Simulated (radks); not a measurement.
Values are calculated unless marked as measured or tabulated.
Species: Ho XXVII. Configuration: [Kr] 4d5. Code: a radial shooting solver on a logarithmic mesh with Libxc functionals. Model: non-relativistic Kohn-Sham, LDA (Slater exchange, Perdew-Wang correlation), spin-unpolarised, spherical densities, point nucleus; relativity is left out, which matters for an element this heavy.

Unscreened Slater integrals over Kohn-Sham orbitals (hartree).

integral     value
F0(4d,4d)   1.7618
F2(4d,4d)  0.90366
F4(4d,4d)  0.61459
F0(4d,4p)   1.7542
F2(4d,4p)  0.90567
G1(4d,4p)   1.1227
G3(4d,4p)  0.72003
F0(4d,4s)   1.7557
G2(4d,4s)  0.86802
F0(4d,3d)   2.2722
F2(4d,3d)  0.63991
F4(4d,3d)  0.31632
G0(4d,3d)  0.20285
G2(4d,3d)  0.25536
G4(4d,3d)  0.20068
F0(4p,4p)   1.7510
F2(4p,4p)  0.91999
F0(4p,4s)   1.7524
G1(4p,4s)   1.1902
F0(4p,3d)   2.2356
F2(4p,3d)  0.60877
G1(4p,3d)  0.19657
G3(4p,3d)  0.19651
F0(4s,4s)   1.7547
F0(4s,3d)   2.2279
G2(4s,3d)  0.19009
F0(3d,3d)   4.3703
F2(3d,3d)   2.2305
F4(3d,3d)   1.4357

Derived for the open shells (J is the average intra-shell exchange parameter used in DFT+U). 4d: Racah B = F2/49 - 5 F4/441 = 0.01147 hartree, C = 35 F4/441 = 0.04878 hartree, C/B = 4.25, F4/F2 = 0.680, J = (F2 + F4)/14 = 0.1084 hartree.
